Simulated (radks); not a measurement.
Polarisability of the calcium ion Ca+, [Ar] 4s1, at imaginary frequency. Calculated with a radial shooting solver on a logarithmic mesh with Libxc functionals: scalar-relativistic Kohn-Sham, LDA (Slater exchange, VWN5 correlation), spin-polarised, spherical densities, finite nucleus; open shells are filled with parallel spins first; Fermi nuclear charge, rms radius 3.4776 fm. Response by self-consistent Sternheimer equations with the Hartree and adiabatic LDA kernel, the relativistic mass of each level held fixed and spin-orbit coupling left out.

w (hartree),alpha1(iw) (bohr^3),alpha2(iw) (bohr^5)
0.00266,67.57,1771
0.0143,66.74,1385
0.0360,62.44,785.0
0.0697,51.79,515.6
0.118,36.52,392.3
0.186,22.71,294.7
0.280,13.55,201.9
0.413,8.298,124.9
0.605,5.338,71.36
0.892,3.499,38.54
1.35,2.174,19.80
2.12,1.177,9.386
3.59,0.5184,3.783
6.94,0.1747,1.123
17.5,0.03820,0.1866

Static values: alpha1 = 67.60 bohr^3 (10.02 angstrom^3; uncoupled 84.44), alpha2 = 1791 bohr^5, alpha3 = 8915 bohr^7. C6 = 462.2, C8 = 32270, triple-dipole C9 = 22370 atomic units. One-pole (London) frequency 4 C6 / (3 alpha1^2) = 0.135 hartree, against 0.349 for minus the highest occupied eigenvalue.
